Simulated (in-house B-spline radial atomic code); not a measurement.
Computed with a B-spline radial atomic code. Model: two electrons, singlet ground state, non-relativistic, full CI in B-splines with partial waves to l = 8 (at full coupling up to 3e-4 hartree above the limit, correlation up to 0.6 % small), density held at that of full coupling by Lieb maximisation.

W(λ) is the mean repulsion in the state of coupling λ less the Hartree energy of the fixed density. Its start is exact exchange, its initial slope is twice the second-order Görling-Levy correlation energy, and its area from 0 to 1 is E_xc. A straight curve means weak, dynamic correlation, and a curve that drops fast and flattens means strong correlation.

Command:
```bash
python run_ac.py task.json out
```
Settings (lengths in bohr, energies in hartree):
```
potential              dot
strength               2.03
lmax                   8
second                 3
```

Time taken, with all properties: 14 s on 1 thread of Intel(R) Xeon(R) Processor @ 2.30GHz (shared host).

**W = mean repulsion less Hartree energy, and W of three functionals.**

Given: confinement charge in harmonic well; well frequency 2.03 hartree; nuclear charge 3; external potential omega^2 r^2/2 - Z/r.

Computed: PBE exchange minus exact 51.901 millihartree; SCAN exchange minus exact 4.7399 millihartree.

| coupling | W xc (hartree) | W xc minus exchange (millihartree) | kinetic minus Kohn-Sham (millihartree) | LDA (PW92) W minus its exchange (millihartree) | PBE W minus its exchange (millihartree) | SCAN W minus its exchange (millihartree) |
| --- | --- | --- | --- | --- | --- | --- |
| 0 | -1.9457 | 0 | 0 | 0 | 0 | 0 |
| 0.02 | -1.9476 | -1.836 | 0 | -13.47 | -2.04 | -1.86 |
| 0.05 | -1.9503 | -4.575 | 0.1 | -28.14 | -5.12 | -4.6 |
| 0.12 | -1.9566 | -10.89 | 0.7 | -55.21 | -12.32 | -10.86 |
| 0.25 | -1.9681 | -22.348 | 2.8 | -94.45 | -25.58 | -22.07 |
| 0.4 | -1.9809 | -35.152 | 6.9 | -131.05 | -40.53 | -34.46 |
| 0.6 | -1.9973 | -51.562 | 15.1 | -171.82 | -59.77 | -50.2 |
| 0.8 | -2.013 | -67.259 | 26.1 | -206.71 | -78.19 | -65.15 |
| 1 | -2.028 | -82.287 | 39.6 | -237.52 | -95.8 | -79.4 |
| 1.4 | -2.0562 | -110.5 | 73.4 | -290.51 | -128.73 | -106.04 |
| 2 | -2.0944 | -148.71 | 138.1 | -355.48 | -173.09 | -142.08 |
| 3 | ? | ? | ? | ? | ? | ? |
| 4.5 | -2.2149 | -269.18 | 518.6 | -534.2 | -312.1 | -256.94 |
| 7 | ? | ? | ? | ? | ? | ? |
| 10 | -2.3628 | -417.09 | 1542 | -735.67 | -487.92 | -404.22 |

**Question.** What belongs in the row 3?

**Answer.** W xc (hartree): -2.1491; W xc minus exchange (millihartree): -203.35; kinetic minus Kohn-Sham (millihartree): 273.9; LDA (PW92) W minus its exchange (millihartree): -439.98; PBE W minus its exchange (millihartree): -236.15; SCAN W minus its exchange (millihartree): -193.82.

**Question.** What belongs in the row 7?

**Answer.** W xc (hartree): -2.2956; W xc minus exchange (millihartree): -349.82; kinetic minus Kohn-Sham (millihartree): 976.2; LDA (PW92) W minus its exchange (millihartree): -644.41; PBE W minus its exchange (millihartree): -406.49; SCAN W minus its exchange (millihartree): -336.15.

**Question.** What is the LDA exchange minus exact?

**Answer.** 281.06 millihartree.

**Energy parts, natural occupations and partial-wave weights.**

Computed: exchange energy -1.9457 hartree; correlation energy -0.04268 hartree; kinetic part of the DFT correlation energy 0.039607 hartree; initial slope twice GL2 -0.092025 hartree; kinetic part over minus potential part 0.48133; Hartree energy 3.8915 hartree; Kohn-Sham kinetic 9.4245 hartree.

```tsv
natural	occupation of the shell (electrons)
s	1.9956
p	0.0029631
s	0.0011874
d	0.00014441
p	?
s	2.1686e-05
```

**Question.** What belongs in the row p?

**Answer.** occupation of the shell (electrons): 7.9834e-05.

```csv
wave,weight
s,0.99838
p,0.0015249
d,?
f,1.1242e-05
g,2.637e-06
```

**Question.** What belongs in the row d?

**Answer.** weight: 7.9338e-05.

**Question.** What is the total energy?

**Answer.** -5.8573 hartree.

**Question.** What is the Lieb Oxford ratio E_xc over LDA exchange?

**Answer.** 1.1945.

Half-way to full coupling W has made 53 % of its drop, against 50 % for a straight line, and second-order (GL2) theory, half the initial slope, overshoots the correlation energy by about 8 %: correlation is weak here. Over couplings 0 to 1 the errors in E_xc come to about +181 millihartree for LDA, +45 millihartree for PBE, +5.9 millihartree for SCAN, so SCAN is nearest. In LDA and PBE the errors of exchange and correlation have opposite signs, so the sum is smaller than the larger of the two.
